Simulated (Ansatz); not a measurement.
Isolated molecules relaxed with PBE0-D4/def2-TZVP in Ansatz; ΔE leaves out vibrations. CCSD(T)/CBS is the MP2 limit (def2-TZVPP, def2-QZVPP) plus CCSD(T) − MP2 in def2-TZVPP, frozen cores. This one scheme is used for every species. Functionals use def2-TZVPP. HSE06 is defined as in plane-wave codes. For Ge outer-core shells are correlated without core-valence functions, which leaves a few kJ/mol of doubt a bond. Scalar relativity is left out up to krypton. One conformer a species, not always the lowest.

Consider the ligand exchange at a Ge–Cl bond: `[F][Ge][Cl]` + CH₃OH → `C[O][Ge][F]` + HCl.

```tsv
level	ΔE (kJ/mol)
PBE0-D4	28.8
HSE06-D4	29.4
B2PLYP	20.7
r2SCAN0	27.2
```

(1) What does CCSD(T)/CBS give? (Estimate.)

Largest T1 diagnostic among the species: 0.015.

Results:

(1) Computed: +20.0 kJ/mol. The listed levels differ from it by 8.8, 9.4, 0.7, 7.2 kJ/mol.

In def2-TZVPP, CCSD(T) changes the Hartree–Fock value by −15.7 kJ/mol (the triples alone add −1.9 kJ/mol) and MP2 by −16.2 kJ/mol. The D4 term adds −3.4 kJ/mol with B3LYP and −1.9 kJ/mol with PBE0; it sums over pairs of atoms, weighted by their polarisabilities, and B3LYP, whose exchange is more repulsive, gets the larger term.

B3LYP here is the variant with VWN-RPA as its local correlation; programs differ in this.
